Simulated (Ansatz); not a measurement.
Relaxation of C3H7NO2S (14 atoms, charge 0, multiplicity 1), to a largest force component of 0.015 eV/Å in at most 40 steps.

Method: RKS BLYP/def2-SVP (Ansatz).

```xyz
14
Properties=species:S:1:pos:R:3:forces:R:3
C 1.222 -1.709 0.713 -1.56 4.29 0.25
O 0.784 -0.878 -0.415 0.41 -0.02 -0.12
C 1.710 0.107 -0.948 -1.25 -4.66 -1.73
S 1.749 1.560 -0.041 2.57 2.30 2.33
N 1.425 0.275 -2.356 -1.47 1.86 -2.29
C 2.875 0.139 -2.624 -0.81 0.42 1.13
O 2.977 -0.494 -1.322 2.33 0.46 2.04
H 0.389 -2.287 1.024 -1.33 -0.89 0.29
H 2.014 -2.283 0.442 2.99 -2.23 -0.99
H 1.506 -1.022 1.548 0.08 -0.27 0.05
H 0.506 1.939 -0.179 -1.54 0.08 -0.41
H 0.948 -0.575 -2.676 -0.08 -0.05 0.04
H 3.449 1.123 -2.711 -0.55 -0.64 0.24
H 3.166 -0.525 -3.422 0.23 -0.65 -0.83
```

Question: Where does it end, and by what steps?

Answer: It converged. After 11 steps the energy has fallen by 1.134 eV; H11 moved furthest, 0.57 Å.

```
step  energy less start (eV)  largest force component (eV/Å)  accepted
   0                  0.0000                           4.661       yes
   1                 -0.8933                           2.292       yes
   2                 -1.0559                           1.048       yes
   3                 -0.9502                           1.643        no
   4                 -1.1081                           0.377       yes
   5                 -1.1233                           0.102       yes
   6                 -1.1275                           0.174       yes
   7                 -1.1306                           0.175       yes
   8                 -1.1328                           0.084       yes
   9                 -1.1340                           0.065       yes
  10                 -1.1343                           0.024       yes
  11                 -1.1343                           0.010       yes
```

```xyz
14
Properties=species:S:1:pos:R:3
C 1.238 -1.585 0.643
O 0.914 -0.937 -0.602
C 1.730 0.116 -0.998
S 1.715 1.565 0.225
N 1.500 0.440 -2.406
C 2.887 -0.013 -2.649
O 3.115 -0.220 -1.226
H 0.521 -2.419 0.751
H 2.274 -1.982 0.618
H 1.141 -0.883 1.496
H 0.353 1.637 0.283
H 0.776 -0.173 -2.803
H 3.562 0.772 -3.055
H 2.995 -0.950 -3.243
```

The run took 41 s on 2 threads of Arm Neoverse V2 (shared host), peak memory 0.19 GiB.
